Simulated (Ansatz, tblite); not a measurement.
Spin states of the cluster Sb₂As⁺ (the lowest singlet isomer of a short search), each relaxed with PBE-D4/def2-TZVP in Ansatz. Electronic energies in the gas phase.

In the def2 sets Sb takes a core potential; there is no spin–orbit coupling. The xTB rows come from tblite. HSE06 is defined as in plane-wave codes, on full-range PBE exchange. Correlated methods freeze 17 core orbitals; core or outer-core shells of As, Sb are correlated, in sets that lack core-valence functions. The structure comes from a short search, and lower isomers may exist.

Singlet geometry (C2v within 0.1 Å):

Cartesian coordinates in Å:
```
As -0.3694 -0.7515 1.1637
Sb 0.9614 -0.6733 -1.0128
Sb -0.5921 1.4248 -0.1509
```

Triplet geometry (C2v within 0.1 Å):

```
atom    x (Å)    y (Å)    z (Å)
 As1  -0.8094   0.2010  -0.9751
 Sb2   1.4690   0.8718  -0.1954
 Sb3  -0.6596  -1.0728   1.1706
```

Quintet geometry (C2v within 0.1 Å):

```xyz
3

As    0.3166   -1.1861    0.7594
Sb   -0.8718    1.2247    0.9044
Sb    0.5553   -0.0386   -1.6638
```

⟨S²⟩: triplet 2.16 at PBE0-D4/def2-TZVP (pure 2.00), quintet 6.02 at PBE0-D4/def2-TZVP (pure 6.00).

Run but left out: HF/def2-TZVP (singlet: restricted singlet, unstable towards broken spin symmetry); MP2/def2-TZVP (triplet: ⟨S²⟩ 2.68, where a pure state has 2.00).

Only these spin states were relaxed.

```json
{"level": "LDA (SPW92)/def2-TZVP", "triplet − singlet (kcal/mol)": "30.6", "quintet − singlet (kcal/mol)": "77.9", "lowest of these": "singlet", "remarks": "–"}
{"level": "PBE-D4/def2-TZVP", "triplet − singlet (kcal/mol)": "26.5", "quintet − singlet (kcal/mol)": "65.7", "lowest of these": "singlet", "remarks": "–"}
{"level": "r2SCAN-D4/def2-TZVP", "triplet − singlet (kcal/mol)": "22.9", "quintet − singlet (kcal/mol)": "59.0", "lowest of these": "singlet", "remarks": "spin-contaminated (⟨S²⟩ 2.15) (triplet)"}
{"level": "r2SCAN0-D4/def2-TZVP", "triplet − singlet (kcal/mol)": "21.5", "quintet − singlet (kcal/mol)": "54.9", "lowest of these": "singlet", "remarks": "spin-contaminated (⟨S²⟩ 2.27) (triplet)"}
{"level": "HSE06-D4/def2-TZVP", "triplet − singlet (kcal/mol)": "25.4", "quintet − singlet (kcal/mol)": "60.3", "lowest of these": "singlet", "remarks": "spin-contaminated (⟨S²⟩ 2.15) (triplet)"}
```

Problem. Estimate the rows for GFN1-xTB, GFN2-xTB, B97M-V/def2-TZVP, PBE0-D4/def2-TZVP, RPA@PBE/def2-TZVP.

Solution. 
| level | triplet − singlet (kcal/mol) | quintet − singlet (kcal/mol) | lowest of these | remarks |
| --- | --- | --- | --- | --- |
| GFN1-xTB | 32.6 | 83.4 | singlet | – |
| GFN2-xTB | 21.7 | 61.8 | singlet | – |
| B97M-V/def2-TZVP | 26.9 | 64.2 | singlet | – |
| PBE0-D4/def2-TZVP | 25.7 | 60.6 | singlet | spin-contaminated (⟨S²⟩ 2.16) (triplet) |
| RPA@PBE/def2-TZVP | 26.9 | 63.7 | singlet | – |

The xTB methods have no spin-polarisation term.
